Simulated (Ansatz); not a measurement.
GeH₆N₂Si, SMILES `[NH]1[SiH2][NH][GeH2]1`, relaxed with RKS PBE0-D4/def2-TZVP in the Gaussian-basis code of Ansatz from a PBE-D4/def2-SVP geometry. The force threshold is 0.005 eV/Å; the program also tests the step.

Total charge 0; spin multiplicity 1.

Start:

```xyz
10

N     0.631    0.736    0.783
Si    1.128   -0.305   -0.551
N    -0.557   -0.748   -0.824
Ge   -1.181    0.323    0.576
H     1.105    0.880    1.677
H     2.058   -1.421   -0.132
H     1.776    0.377   -1.733
H    -1.034   -0.910   -1.712
H    -2.097    1.508    0.144
H    -1.828   -0.441    1.772
```

**Question.** By how much does the energy fall, and how many steps does the optimiser take? (Best estimate.)

**Answer.** The calculation gave: 1.34 kcal/mol, in 6 steps, 1 of them rejected.

**Question.** Which bonds change most? (Best estimate.)

**Answer.** The calculation gave: N1–Si2 from 1.764 to 1.732 Å; Si2–N3 from 1.763 to 1.732 Å; N1–Ge4 from 1.870 to 1.850 Å.

**Question.** Give the relaxed structure. (Best estimate.)

**Answer.** The calculation gave: 
```xyz
10

N     0.626    0.709    0.780
Si    1.108   -0.302   -0.540
N    -0.546   -0.731   -0.820
Ge   -1.170    0.318    0.570
H     1.106    0.908    1.640
H     2.015   -1.421   -0.152
H     1.760    0.394   -1.688
H    -1.015   -0.933   -1.684
H    -2.063    1.505    0.152
H    -1.820   -0.448    1.741
```
